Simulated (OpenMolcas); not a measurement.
# Ni6+, Pd6+, Pt6+: d⁴ down the group

- Program: OpenMolcas 26.06
- Method: CASSCF
- Basis: ANO-RCC-VTZP
- Scalar Hamiltonian: DKH2, point nucleus
- Spin-orbit coupling: RASSI with atomic mean-field integrals over the reference wave functions, term energies averaged over their components

Active space for each ion: 4 electrons in 5 orbitals (d).

Computed levels in cm-1 above ⁵D₀:

```tsv
Level	Ni6+	Pd6+	Pt6+
⁵D₁	287	896	6973
⁵D₂	836	2316	12793
⁵D₃	1607	4013	17132
⁵D₄	2563	5868	19622
³H₄	33608	24137	29814
³H₅	34228	26165	37130
³H₆	34881	27664	40226
³P₁(1)	36944	27360	38268
³F₂(1)	38851	29045	36721
weight of ⁵D in the lowest level (%)	100	95	62
```

Mixed levels, with the weight of the term that names them: Pt6+ ⁵D₀ (62 %), Pt6+ ⁵D₄ (61 %), Pt6+ ³H₄ (56 %), Pt6+ ³H₆ (71 %), Pt6+ ³P₁(1) (74 %), Pt6+ ³F₂(1) (65 %).

Measured, with the error of the calculation in %. Measured levels: Ni6+ from Corliss and Sugar, J. Phys. Chem. Ref. Data 10, 197 (1981).

```tsv
Level	Ni6+
⁵D₁	279 (+3.0)
⁵D₂	804 (+4.0)
⁵D₃	1520 (+5.7)
⁵D₄	2392 (+7.2)
³H₄	31672 (+6.1)
³H₅	32286 (+6.0)
³H₆	32877 (+6.1)
³P₁(1)	31836 (+16.0)
³F₂(1)	34247 (+13.4)
```

The fine-structure level ⁵D₄ changes by a factor of 7.66 from Ni6+ to Pt6+.

Without spin-orbit coupling ³H lies 32815, 22816, 20791 cm-1 above ⁵D in that order; the difference to the level ³H₄, of either sign, comes from spin-orbit coupling, which also lowers the zero.

Without dynamic correlation excited terms often stand tens of per cent too high (terms of higher spin than the ground term too low), and those without a measured partner can miss by more than the paired ones. Computed and measured levels are paired by configuration, term and J; levels that our copy of the source lacks, or whose pairing is in doubt (as where it misses far off the trend of its configuration), stay unpaired and out of the deviations. Only configurations of the active space appear.

A number in round brackets counts repeated terms of one configuration in the order of the reference energies.
